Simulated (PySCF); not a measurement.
**Spinor energies of Rh³³⁺ (rhodium, charge +33)**

Start: [Ne] 3s2. Calculated with PySCF 2.14 in an even-tempered Gaussian basis (18 s from 2 bohr⁻², ratio 2.6; 13 p from 2.6 bohr⁻², ratio 2.6; 6 d from 2.7 bohr⁻², ratio 2.8; 4 f from 39 bohr⁻², ratio 2.8): generalised Hartree-Fock with the X2C-1e Hamiltonian and a Gaussian nucleus; spin-orbit coupling (SO) screened by Boettger's factors.

```tsv
spinor shell	electrons	ε, screened SO (eV)	weight of nominal j (screened SO)	rms radius, screened SO (bohr)
1s1/2	2	-25218.2	1.000	0.0374
2s1/2	2	-5234.0	1.000	0.150
2p1/2	2	-4985.3	1.000	0.131
2p3/2	4	-4833.9	1.000	0.135
3s1/2	2	-2056.7	1.000	0.363
```

```tsv
quantity	screened SO
E (hartree)	-3912.47469
M_J	0
⟨J²⟩	0.000
⟨L²⟩	0.004
⟨S²⟩	0.004
```

Breit and QED terms are absent; they matter most for the inner s and p1/2 levels.

Densities and radii are taken from the X2C orbitals without a picture-change correction, which distorts them close to the nucleus.
